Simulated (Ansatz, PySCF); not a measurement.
Reaction (SMILES): C[C@H](Cl)C[CH-]Cl -> C[C-](Cl)CCCl
Geometries: B3LYP-D3(BJ)/def2-TZVP minima from Ansatz (a quantum-chemistry and plane-wave program), one conformer each, not searched for the lowest. Frequencies are from Ansatz or PySCF.

Wanted: isomerisation energy (0 K, with B3LYP-D3(BJ) harmonic zero-point energies), in eV. Correlated levels leave the core frozen unless marked. No spin-orbit coupling. No relativistic terms. Anions need diffuse functions: aug- sets have them; def2-D sets add few; the other sets have none. CBS marks a two-point X^-3 extrapolation of the correlation energy; Hartree-Fock from the larger set. The bracket is a focal-point correction in the basis named.

```csv
level,program,isomerisation energy (eV)
HF/aug-cc-pV(Q+d)Z,Ansatz,0.00
BLYP-D4/def2-TZVPD,Ansatz + dftd4,-0.11
r2SCAN/def2-TZVPD,Ansatz,-0.09
r2SCANh/def2-TZVPD,Ansatz,-0.08
```

What does RI-MP2/CBS(aug-cc-pV(T+d)Z,aug-cc-pV(Q+d)Z)+[CCSD(T)-MP2]/aug-cc-pV(T+d)Z (Ansatz) give?

-0.06 eV
